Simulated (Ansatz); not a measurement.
Relaxation of BF$_{2}$H$_{5}$Si (9 atoms, charge 0, multiplicity 1), to a largest force component of 0.03 eV/Å in at most 50 steps.

Method: RHF/def2-SVP (Ansatz 0.2.0).

```xyz
9
Properties=species:S:1:pos:R:3
B -0.113 -0.511 -0.306
H 0.440 0.368 1.858
F 0.935 0.116 -0.794
F -1.248 0.148 -0.379
Si 0.015 -2.317 0.503
H -0.293 -3.365 -0.504
H 1.388 -2.541 1.024
H -0.952 -2.434 1.621
H 0.303 -0.254 2.176
```

Q: Where does it end, and by what steps?

A: The run converged. The force dipped under the threshold on the way, but the program's further checks kept it going. After 31 steps the energy has fallen by 0.239 eV; H9 moved furthest, 1.25 Å.

```
step  energy less start (eV)  largest force component (eV/Å)  accepted
   0                  0.0000                           1.328       yes
   2                 -0.1805                           0.791       yes
   4                 -0.2196                           0.594       yes
   6                 -0.2319                           0.209       yes
   8                 -0.2342                           0.069       yes
  10                 -0.2325                           0.195        no
  12                 -0.2356                           0.100       yes
  14                 -0.2368                           0.076       yes
  16                 -0.2374                           0.072       yes
  18                 -0.2381                           0.010       yes
  20                 -0.2384                           0.064       yes
  22                 -0.2387                           0.056       yes
  24                 -0.2389                           0.040       yes
  26                 -0.2392                           0.031       yes
  28                 -0.2393                           0.045       yes
  30                 -0.2394                           0.005       yes
  31                 -0.2395                           0.022       yes
```

```xyz
9
Properties=species:S:1:pos:R:3
B -0.218 -0.659 -0.464
H 0.876 0.860 2.386
F 0.790 0.175 -0.524
F -1.361 -0.211 -0.924
Si -0.049 -2.557 0.296
H -0.342 -3.538 -0.777
H 1.317 -2.792 0.817
H -1.034 -2.736 1.389
H 0.496 0.669 3.001
```

Whether the end is a true minimum wasn't checked by a vibrational analysis.

The run took 38 s on 1 thread of Arm Neoverse V2, with other jobs on the host, peak memory 0.14 GiB.
